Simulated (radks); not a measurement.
Species: the magnesium ion Mg+. Configuration: [Ne] 3s1.

All-electron calculation, non-relativistic Kohn-Sham, exchange-only PBE, spin-polarised, spherical densities, point nucleus; open shells are filled with parallel spins first. Program: a radial shooting solver on a logarithmic mesh with Libxc functionals.

Energy parts (Ry):
total: -398.58743
kinetic: 398.58743
electron-nucleus: -949.61295
Hartree: 183.91251
exchange: -31.47443

Orbitals (lengths in bohr, moments of r in powers of bohr; <r^-3> diverges for s and p1/2; r(max) is where P^2 peaks):
| orbital | occ. | eigenvalue (Ry) | <r^-3> | <r> | r(max) | <r^4> |
|---|---|---|---|---|---|---|
| 1s up | 1 | -93.03588 | - | 0.1309 | 0.08537 | 0.001384 |
| 1s down | 1 | -93.03069 | - | 0.1309 | 0.08537 | 0.001384 |
| 2s up | 1 | -6.41468 | - | 0.6999 | 0.5478 | 0.6711 |
| 2s down | 1 | -6.40254 | - | 0.6987 | 0.5478 | 0.6623 |
| 2p up | 3 | -4.00652 | 25.44 | 0.6909 | 0.4782 | 0.9052 |
| 2p down | 3 | -3.99296 | 25.54 | 0.6880 | 0.4780 | 0.8743 |
| 3s up | 1 | -0.84993 | - | 2.797 | 2.360 | 134.5 |

The highest occupied level is 3s up at -11.564 eV. Virial ratio -V/T = 2.00000. Summed over all electrons, <r^2> = 13.92 bohr^2, which gives a Langevin (diamagnetic) susceptibility term of -11 x 10^-6 cm^3/mol. The density falls to 0.001 e/bohr^3 at r = 3.81 bohr. Spin moment in Bohr magnetons: 1. The spin density at the nucleus is 2.166 e/bohr^3 (1s 0.042, 2s -0.056, 3s 2.179), a Fermi contact field of 114 T. The electron density at the nucleus is 1096 e/bohr^3.
